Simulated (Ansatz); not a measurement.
A nudged elastic band was laid between two geometries of CH$_{3}$ClFSSb (8 atoms, charge 0, multiplicity 1).

All numbers below come from Ansatz 0.2.0, RKS BLYP-D4/def2-SVP.

- movable images: 9
- climbing image: yes
- spring: 5.0 eV/Å²
- optimiser: quadratic models (default)
- start path: IDPP
- force threshold: 0.05 eV/Å
- iteration limit: 10
- end points: relaxed

Image 0:

```xyz
8
Properties=species:S:1:pos:R:3
C 0.467 -0.478 0.984
S 1.601 -0.035 -0.422
Sb -0.104 0.677 -2.057
F -1.361 -0.796 -1.656
Cl -1.296 2.281 -0.678
H 1.088 -1.003 1.732
H 0.033 0.440 1.420
H -0.336 -1.143 0.620
```

Image 10:

```xyz
8
Properties=species:S:1:pos:R:3
C -0.329 -0.220 1.112
S -1.340 0.924 0.051
Sb -0.087 0.672 -2.060
F 0.144 -1.284 -1.899
Cl 2.142 1.164 -1.231
H 0.660 0.230 1.315
H -0.892 -0.350 2.054
H -0.207 -1.193 0.602
```

Task: What changes between the two ends?

Result: No bond is made or broken. The height of Sb3 over the plane of its neighbours goes from 1.17 to -1.16 Å. The two ends are copies of one structure, up to a mirror image or an exchange of like atoms. The height can change sign by an inversion or by a turn that exchanges like atoms.

Task: What energy profile does the band end with?

Result: It converged. The highest image is number 5 of 0 to 10, 79.1 kJ/mol above the ends, which have the same energy within 2 meV. Another band between the same ends (9 images) ends at a top of the same energy, where a vibrational analysis finds 1 clearly imaginary mode.

```csv
image,path coordinate (Å),energy (kJ/mol),height of Sb3 over the plane of its neighbours (Å)
0,0.00,0.0,1.17
1,0.90,3.3,1.14
2,1.80,9.1,1.11
3,2.70,12.5,1.11
4,3.60,35.9,0.88
5,4.50,79.1,0.00
6,5.40,35.8,-0.88
7,6.31,12.5,-1.11
8,7.21,9.1,-1.11
9,8.11,3.3,-1.14
10,9.01,0.0,-1.16
```

Task: What is the geometry of the highest image?

Result: 
```xyz
8
Properties=species:S:1:pos:R:3
C 0.166 -0.756 1.121
S 0.589 0.892 0.401
Sb -0.395 0.859 -1.839
F -1.102 -1.048 -1.508
Cl 0.564 3.195 -2.030
H 1.111 -1.271 1.377
H -0.426 -0.587 2.040
H -0.414 -1.341 0.382
```

The band took 10 iterations and roughly 2.2 core-minutes.

Time of the run: 68 s on 2 threads of AMD EPYC 9R45 96-Core Processor (Zen 5), with other jobs on the host, peak memory 0.18 GiB.
